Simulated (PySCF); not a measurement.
**EPR parameters of [C8H10F2]-**

Species: C₈H₁₀F₂ (charge -1 and doublet state).
Geometry (PBE0-D3(BJ)/def2-SVP, Å), atoms numbered from 1 in this order:
```
atom  x, y, z in Å
F1    -3.0527    0.0689    0.4972
C2    -1.9824    0.5778   -0.1956
F3    -2.4836    0.9672   -1.4074
C4    -0.9017   -0.4420   -0.3677
C5    -0.3172   -0.9282    0.9858
C6     1.1629   -0.4786    0.8912
C7     1.1819    1.0404    0.9037
C8     0.8331    1.4278   -0.4451
C9     0.3593    0.1525   -1.1003
C10    1.4305   -0.8292   -0.5908
H11   -1.6092    1.4676    0.3364
H12   -1.3475   -1.2792   -0.9384
H13   -0.4241   -2.0272    1.0792
H14   -0.8108   -0.4587    1.8508
H15    1.8093   -0.9816    1.6322
H16    1.8937    1.5866    1.5439
H17    0.3706    2.3916   -0.7148
H18    0.2107    0.1936   -2.1932
H19    1.2295   -1.8894   -0.8467
H20    2.4373   -0.5385   -0.9265
```

The hyperfine couplings belong to this conformer and change with its torsions.

The species is `FC(F)[C@@H]1C[C@@H]2[CH-][CH][C@H]1C2` [radical] (charge -1).

Method used: PySCF 2.14.0, UKS B3LYP, IGLO-III on C F, pcH-1 on H, non-relativistic, mean-field spin-orbit, GIAO. Whether the extra electron is bound in the gas phase wasn't checked; a finite basis holds it in any case. Stability of the SCF solution: not tested.

| Quantity | Value |
| --- | --- |
| g1, g2, g3 | 2.00217, 2.00259, 2.00302 |
| g_iso | 2.00259 |
| Form of g | rhombic: the two nearest values differ by 50 % of g3 − g1 |
| ⟨S²⟩ | 0.7546 (exact 0.7500) |
| α and β electrons | 39, 38 |
| HOMO–LUMO gap, α and β orbitals | 1.93, 4.66 eV |

Isotropic coupling and dipolar principal values T1 to T3, in mT; ρ(0) is the spin density at the nucleus (MHz turned into mT with g_iso):

```json
{"atom": "F1", "isotope": "19F", "a_iso": "0.03", "T1": "-0.13", "T2": "-0.06", "T3": "0.19", "Mulliken spin population": "0.00", "ρ(0) (bohr⁻³)": "0.0002"}
{"atom": "C2", "isotope": "13C", "a_iso": "-0.17", "T1": "-0.03", "T2": "0.00", "T3": "0.03", "Mulliken spin population": "0.03", "ρ(0) (bohr⁻³)": "-0.0042"}
{"atom": "F3", "isotope": "19F", "a_iso": "1.01", "T1": "-0.08", "T2": "-0.06", "T3": "0.14", "Mulliken spin population": "0.00", "ρ(0) (bohr⁻³)": "0.0068"}
{"atom": "C4", "isotope": "13C", "a_iso": "1.23", "T1": "-0.10", "T2": "-0.07", "T3": "0.17", "Mulliken spin population": "0.01", "ρ(0) (bohr⁻³)": "0.0307"}
{"atom": "C5", "isotope": "13C", "a_iso": "2.82", "T1": "-0.05", "T2": "-0.04", "T3": "0.09", "Mulliken spin population": "-0.06", "ρ(0) (bohr⁻³)": "0.0704"}
{"atom": "C6", "isotope": "13C", "a_iso": "-0.27", "T1": "-0.03", "T2": "-0.02", "T3": "0.05", "Mulliken spin population": "-0.03", "ρ(0) (bohr⁻³)": "-0.0067"}
{"atom": "C7", "isotope": "13C", "a_iso": "2.06", "T1": "-1.23", "T2": "-1.18", "T3": "2.41", "Mulliken spin population": "0.53", "ρ(0) (bohr⁻³)": "0.0514"}
{"atom": "C8", "isotope": "13C", "a_iso": "1.72", "T1": "-1.25", "T2": "-1.19", "T3": "2.44", "Mulliken spin population": "0.42", "ρ(0) (bohr⁻³)": "0.0428"}
{"atom": "C9", "isotope": "13C", "a_iso": "-0.55", "T1": "-0.04", "T2": "-0.02", "T3": "0.06", "Mulliken spin population": "0.02", "ρ(0) (bohr⁻³)": "-0.0136"}
{"atom": "C10", "isotope": "13C", "a_iso": "-0.03", "T1": "-0.16", "T2": "-0.08", "T3": "0.25", "Mulliken spin population": "0.05", "ρ(0) (bohr⁻³)": "-0.0008"}
{"atom": "H11", "isotope": "1H", "a_iso": "0.01", "T1": "-0.14", "T2": "-0.02", "T3": "0.16", "Mulliken spin population": "0.00", "ρ(0) (bohr⁻³)": "0.0001"}
{"atom": "H12", "isotope": "1H", "a_iso": "0.10", "T1": "-0.07", "T2": "-0.05", "T3": "0.12", "Mulliken spin population": "0.01", "ρ(0) (bohr⁻³)": "0.0006"}
{"atom": "H13", "isotope": "1H", "a_iso": "0.30", "T1": "-0.07", "T2": "-0.05", "T3": "0.11", "Mulliken spin population": "0.03", "ρ(0) (bohr⁻³)": "0.0019"}
{"atom": "H14", "isotope": "1H", "a_iso": "-0.11", "T1": "-0.16", "T2": "0.00", "T3": "0.16", "Mulliken spin population": "0.03", "ρ(0) (bohr⁻³)": "-0.0007"}
{"atom": "H15", "isotope": "1H", "a_iso": "0.00", "T1": "-0.10", "T2": "-0.08", "T3": "0.17", "Mulliken spin population": "0.00", "ρ(0) (bohr⁻³)": "0.0000"}
{"atom": "H16", "isotope": "1H", "a_iso": "1.05", "T1": "-0.59", "T2": "0.01", "T3": "0.59", "Mulliken spin population": "-0.01", "ρ(0) (bohr⁻³)": "0.0066"}
{"atom": "H17", "isotope": "1H", "a_iso": "0.37", "T1": "-0.60", "T2": "0.02", "T3": "0.58", "Mulliken spin population": "-0.01", "ρ(0) (bohr⁻³)": "0.0023"}
{"atom": "H18", "isotope": "1H", "a_iso": "0.14", "T1": "-0.11", "T2": "-0.08", "T3": "0.19", "Mulliken spin population": "0.00", "ρ(0) (bohr⁻³)": "0.0009"}
{"atom": "H19", "isotope": "1H", "a_iso": "-0.21", "T1": "-0.12", "T2": "-0.01", "T3": "0.13", "Mulliken spin population": "-0.01", "ρ(0) (bohr⁻³)": "-0.0013"}
{"atom": "H20", "isotope": "1H", "a_iso": "-0.11", "T1": "-0.09", "T2": "-0.04", "T3": "0.13", "Mulliken spin population": "0.00", "ρ(0) (bohr⁻³)": "-0.0007"}
```

The Mulliken spin populations are largest on C7 (+0.53) and C8 (+0.42). The angles at C7 add up to 349.8°, so it is slightly pyramidal.

The SMILES `FC(F)[C@@H]1C[C@@H]2[CH-][CH][C@H]1C2` draws the unpaired electron on C8, whose computed spin population is only +0.42.

Under fast tumbling the dipolar parts average out, and these isotropic splittings remain (the largest six): 1 × 1H (H16, I = 1/2, 2 lines) with 1.05 mT, 1 × 19F (F3, I = 1/2, 2 lines) with 1.01 mT, 1 × 1H (H17, I = 1/2, 2 lines) with 0.37 mT, 1 × 1H (H13, I = 1/2, 2 lines) with 0.30 mT, 1 × 1H (H19, I = 1/2, 2 lines) with 0.21 mT and 1 × 1H (H18, I = 1/2, 2 lines) with 0.14 mT.

The 13C coupling of C5 (79.1 MHz) shows only in satellite lines or after enrichment, since that isotope makes up about 1.07 % of natural carbon.
